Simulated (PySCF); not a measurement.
C₂H₇Si, SMILES [CH2][SiH2]C, multiplicity 2.

The structure is a stationary point at PBE-D3(BJ)/def2-SVP. The isomer is the one that the SMILES or the coordinates give; other isomers of the formula were not compared.

Level of theory: PBE-D3(BJ)/def2-SVP (PySCF 2.14.0).

Frequencies are harmonic and unscaled.

```
mode  ν (cm⁻¹)  IR (km/mol)  moving atoms (share of kinetic energy)
----  --------  -----------  --------------------------------------
1           47          0.1                                  H 98 %
2          163          0.0                                  H 93 %
3          205          0.4                 C 42 %, H 38 %, Si 20 %
4          436          2.0                          H 91 %, Si 8 %
5          523         27.6                          H 86 %, C 14 %
6          584          6.5                          H 90 %, C 10 %
7          653          2.8                 C 52 %, H 34 %, Si 14 %
8          675         51.7                  H 71 %, C 20 %, Si 9 %
9          740          8.3                 C 50 %, Si 27 %, H 23 %
10         800         43.5                 H 66 %, C 23 %, Si 11 %
11         849         28.1                          H 78 %, C 18 %
12         879        190.7                  H 76 %, Si 16 %, C 9 %
13         911         68.6                                  H 96 %
14        1214         13.8                          H 79 %, C 21 %
15        1319          3.4                          H 88 %, C 12 %
16        1385          4.2                                  H 96 %
17        1387          2.6                                  H 96 %
18        2099        109.4                                  H 97 %
19        2140        110.2                                  H 97 %
20        2978          3.4                                  H 97 %
21        3062          2.8                                  H 95 %
22        3078          3.7                           H 91 %, C 9 %
23        3082          3.1                           H 91 %, C 9 %
24        3165          1.1                          H 90 %, C 10 %
```
